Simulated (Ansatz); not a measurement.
Bond stretch in GeMg, lowest singlet found (which spin is the ground state isn't settled by this scan).

Levels: RKS-CAM-B3LYP = restricted CAM-B3LYP/aug-cc-pVDZ run with Ansatz (an electronic-structure program); RCCSD(T) = CCSD(T) on RHF/aug-cc-pVDZ, cores with 3d frozen run with Ansatz; RKS-PBE = restricted PBE/aug-cc-pVDZ in Ansatz; RKS-B3LYP = restricted B3LYP/aug-cc-pVDZ (Ansatz); FCI = full CI/aug-cc-pVDZ, cores with 3d frozen (Ansatz).

Cost and accuracy over the 22 points of the scan, with FCI as yardstick. Costs are rough ratios of core time within Ansatz on shared cores, each with its mean field (Kohn-Sham runs search longer for lower solutions than correlated ones do); the miss is the largest error against full CI of the curve after the mean shift, in kJ/mol.

```json
[
 {"level": "RKS-CAM-B3LYP", "relative cost": "1", "largest error": "37.0"},
 {"level": "RCCSD(T)", "relative cost": "1", "largest error": "7.9"},
 {"level": "RKS-PBE", "relative cost": "1", "largest error": "42.7"},
 {"level": "RKS-B3LYP", "relative cost": "2", "largest error": "32.5"}
]
```

Costs within a factor of two of each other count as equal.

The restricted form behind RKS-CAM-B3LYP, RKS-PBE, RKS-B3LYP keeps the bonding electrons paired and can't separate into open-shell fragments. Also computed but left out beside FCI, since their determinant holds another spin at the minimum (<S²> over 0.7 above the pure value): UHF, UMP2, UCCSD, UCCSD(T), UCCSDT, UCCSDT(Q), UKS-CAM-B3LYP, UKS-B3LYP, UKS-PBE, UKS-B3LYP/6-31G*, UHF/LANL2DZ, UKS-B3LYP/3-21G, UKS-LDA (SVWN5)/6-31G*.
